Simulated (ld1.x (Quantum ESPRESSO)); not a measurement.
I (Z = 53), ultrasoft: configuration errors across variants

I, ultrasoft, made with ld1.x (Quantum ESPRESSO) 7.5 (PBE, scalar-relativistic). Core [Kr], reference 4d10 5s2 5p5. Waves: 5s (bound): rcut 1.75, rcutus 1.85 bohr; 5s channel at -0.6 Ry: rcut 1.75, rcutus 1.85 bohr; 5p (bound): rcut 1.70, rcutus 2.15 bohr; 5p channel at 0.35 Ry: rcut 1.70, rcutus 2.15 bohr; 4d (bound): rcut 0.95, rcutus 1.35 bohr; 4d channel at -2.45 Ry: rcut 0.95, rcutus 1.35 bohr. Local part: all-electron potential smoothed inside 1.90 bohr (lloc = -1). Core correction: a·sin(br)/r model core inside 1.25 bohr. Augmentation charge: built from norm-conserving waves at rcut, not smoothed further.

All-electron excitation energies from the reference (eV): (1) 4d10 5s2 5p4 11.131; (2) 4d10 5s2 5p3 30.977; (3) 4d10 5s2 5p2 60.305; (4) 4d10 5s2 5p1 99.731; (5) 4d9 5s2 5p6 45.862; (6) 4d10 5s2 5p5.3 -1.783; (7) 4d9 5s2 5p5 58.247.

Errors AE − PS in meV (a dash: test not solved or not reliable):

```csv
change,(1),(2),(3),(4),(5),(6),(7),bound ghosts
base,-3.0,-7.4,-13,-19,-362,+0.5,-330,none
core correction none,-3.1,-7.9,-11,-3.9,-326,–,-294,none
core correction a·sin(br)/r model core inside 0.56 bohr,-2.9,-7.5,-13,-20,-392,+0.5,-359,none
core correction a·sin(br)/r model core inside 0.66 bohr,-2.9,-7.5,-13,-20,-392,+0.5,-359,none
core correction a·sin(br)/r model core inside 0.78 bohr,-2.9,-7.4,-13,-20,-391,+0.5,-359,none
core correction a·sin(br)/r model core inside 0.94 bohr,-2.9,-7.4,-13,-20,-388,+0.5,-355,none
core correction a·sin(br)/r model core inside 1.08 bohr,-3.0,-7.5,-13,-20,-379,+0.5,-347,none
core correction a·sin(br)/r model core inside 1.36 bohr,-3.0,-7.3,-13,-17,-350,+0.5,-318,none
core correction a·sin(br)/r model core inside 1.46 bohr,-3.0,-7.2,-12,-16,-343,+0.4,-311,none
core correction a·sin(br)/r model core inside 1.62 bohr,-3.0,-7.4,-12,-14,-334,+0.5,-301,none
```

Question: Give the same row for: core correction a·sin(br)/r model core inside 1.26 bohr.

Answer: -3.0, -7.4, -13, -19, -361, +0.5, -328; bound ghosts: none.
